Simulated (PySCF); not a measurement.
H2MoO2S2, SMILES [OH][Mo]([OH])(=[S])=[S], multiplicity 1.

Geometry optimised at PBE0-D3(BJ)/def2-SVP. A frequency run showed that this geometry is not a minimum. The multiplicity is an assumed one; no other spin state was optimised. The structure was generated by enumeration; whether it is a known compound was not checked. The def2 effective core potentials stand for the cores of Mo; spin–orbit coupling is left out. Other conformers were not sampled.

Computed with PySCF with PBE/def2-TZVP.

Gas-phase values at a fixed geometry.

| Item | Result |
|---|---|
| total energy | -1016.06893 hartree |
| point group | C2v |
| highest occupied level | -6.00 eV |
| lowest empty level | -3.74 eV |
| orbital gap | 2.26 eV |
| dipole moment | 1.15 D |
| quadrupole, principal values (traceless, Buckingham form, about the centre of nuclear charge) | -8.71, -8.35, 17.07 D·Å |
| mean static polarisability | 88.8 bohr³ (13.16 Å³) |
| polarisability, principal values | 72.7, 80.7, 113.1 bohr³ |
